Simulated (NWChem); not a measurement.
A series in which one site is exchanged, each optimised at B3LYP/6-31G* with NWChem, gas phase unless a solvent is named. Pople sets run with spherical d functions.

A: [F][AlH2] (AlH2F; site = Al)
B: [F][GaH2] (GaH2F; site = Ga)
C: FB (BH₂F; site = B)

Values for A:

```
Item                                                   Value
-----------------------------------------------------  -----
dipole (D), B3LYP/6-31G*                                1.23
vertical ionisation energy, ΔSCF, B3LYP/def2-SVP (eV)  11.40
static polarisability, B3LYP/def2-SVPD (bohr³)          28.1
lowest singlet excitation, B3LYP/def2-SVPD, TDA (eV)    5.75
```

Q: How do these values change for the other members?

A: 
```
change from A                                              B      C
-----------------------------------------------------  -----  -----
dipole (D), B3LYP/6-31G*                               +0.81  -0.72
vertical ionisation energy, ΔSCF, B3LYP/def2-SVP (eV)  +0.05  +1.05
static polarisability, B3LYP/def2-SVPD (bohr³)          +1.6  -11.2
lowest singlet excitation, B3LYP/def2-SVPD, TDA (eV)   -0.16  +0.29
```
